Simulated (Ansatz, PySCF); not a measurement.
System: sum formula H$_{3}$GeO$_{4}$, charge 0, multiplicity 2. It need not be the lowest isomer of its formula. 
Coordinates optimised at B3LYP-D3(BJ)/def2-TZVP (Ansatz, a quantum-chemistry and plane-wave program):
```
Ge
O 1 1.7583
H 2 0.9645 1 111.82
O 1 1.7609 2 106.43 3 -14.49
H 4 0.9636 1 113.25 2 162.66
O 1 1.7683 2 116.87 3 105.13
H 6 0.9642 1 113.20 2 69.74
O 1 1.7944 2 106.13 3 -139.78
```
Charge 0, spin multiplicity 2.

Wanted: atomisation energy (electronic, to ground-state atoms), in kJ/mol. Cores are frozen in the correlated levels unless marked. UHF or UKS for open shells. No spin-orbit coupling. The frozen core is the preceding noble-gas configuration, with the filled d and f shells of earlier blocks. No relativistic terms. The coupled-cluster limit lacks core correlation, which all-electron functionals hold. Basis-set limits of correlation are two-point, X^-3; Hartree-Fock from the larger set. The bracket is a focal-point correction in the basis named.

| level | program | atomisation energy (kJ/mol) |
|---|---|---|
| HF/cc-pVDZ | Ansatz | 1681.1 |
| HF/cc-pVTZ | Ansatz | 1803.8 |
| HF/def2-TZVPD | PySCF | 1805.5 |
| SVWN5/def2-TZVPD | Ansatz | 3375.1 |

**Question.** Predict the RI-MP2/CBS(cc-pVTZ,cc-pVQZ)+[CCSD(T)-MP2]/cc-pVTZ result (Ansatz).

**Answer.** 2874.1 kJ/mol, so SVWN5/def2-TZVPD differs from it by 501.0 kJ/mol.
